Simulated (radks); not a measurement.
Spherical jellium clusters: N electrons in a uniform positive sphere of charge N and radius rs N^(1/3), rs = 5.93 bohr. Method: non-relativistic Kohn-Sham, LDA (Slater exchange, Perdew-Wang correlation), spin-polarised, spherical densities; computed with a radial shooting solver with Libxc functionals. Levels are named by radial order and angular momentum (1s, 1p, 1d, 2s, ...), and open shells are averaged over m.

N = 15, configuration 1s2 1p6 1d(up 5, down 2). This is the lowest configuration that the search found. Occupied and some empty levels:

level,occupation,eigenvalue (eV),<r> (bohr)
1s up,1,-3.2291,9.262
1s down,1,-3.1007,8.940
1p up,3,-2.8198,10.77
1p down,3,-2.6609,10.72
1d up,5,-2.2834,11.81
1d down,2,-2.1190,11.88
2s up,0,-1.9589,9.353
2s down,0,-1.8925,9.541
1f up,0,-1.6427,12.73
1f down,0,-1.4851,12.86
2p up,0,-1.2067,11.53
2p down,0,-1.1273,11.62

Energy (eV): total -25.7804, kinetic 13.261, external -501.04, Hartree 250.39, exchange-correlation -39.584, background 251.19.
